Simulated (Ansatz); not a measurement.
Ansatz (an electronic-structure program) input for ScBr3, SMILES [Br][Sc]([Br])[Br], PBE-D3(BJ)/def2-SVP. 

Ansatz 0.2 input:
```yaml
crystal:
  periodic: [false, false, false]
  atoms:
    - {symbol: Sc, position_ang: [0.00000000, 0.00000000, 0.00000000]}
    - {symbol: Br, position_ang: [-2.42516751, 0.00000000, 0.00000000]}
    - {symbol: Br, position_ang: [1.21258375, 2.10025667, 0.00000000]}
    - {symbol: Br, position_ang: [1.21258375, -2.10025667, 0.00000000]}
basis:
  gaussian:
    orbitals: def2-SVP
hamiltonian:
  xc: pbe
  dispersion: d3bj
relax: {f_tol: 0.002, max_steps: 200}
```

Log of the run:

```
WARN ansatz: RAYON_NUM_THREADS=2 ignored (pool sized by the plan → 2); use --threads N
Functional definition: PBE
integrals: 0.09 GiB planned
1417 factors; their error is unknown
mean field: 0.40 GiB planned
mean field evaluation 1: about -230779.5032 eV, gradient 1.6e1 eV
mean field evaluation 2: about -230779.4559 eV, gradient 1.5e1 eV
mean field evaluation 4: about -230780.0676 eV, gradient 4.7e0 eV
mean field evaluation 8: about -230779.9842 eV, gradient 8.1e-2 eV
mean field -230779.98422860 eV, -8481.0079921095 hartree, gradient 3.7e-5 eV, S^2 0.000000; 0 other end points of the search recorded, 0 dependent functions left out
the calculation of the forces begins
reference -230779.98432575 eV, -8481.0079956796 hartree; 63, 63 occupied and 64, 64 virtual orbitals, 1417 factors
relax step   1: F+E_penalty+E_count = -230780.12833770 eV  Δ(F+E_penalty+E_count) = +0.000e0 eV  max|allowed force component| = 2.770e-4 eV/Å  Δτ_max = 0.0000 Å  (25 SCF iters, accepted)
Total energy: -230780.12843485 eV, -8481.0132915914 hartree
Atom 0 at     0.000000     0.000000     0.000000 Å, force    -0.000131    -0.000000    -0.000000 eV/Å
Atom 1 at    -2.425168     0.000000     0.000000 Å, force    -0.000171    -0.000000     0.000000 eV/Å
Atom 2 at     1.212584     2.100257     0.000000 Å, force     0.000151     0.000277     0.000000 eV/Å
Atom 3 at     1.212584    -2.100257     0.000000 Å, force     0.000151    -0.000277    -0.000000 eV/Å
Dipole moment:    -0.000001    -0.000000    -0.000000 e Å
```

The calculation finished and met its thresholds.

Cost: very roughly 5 core-seconds.
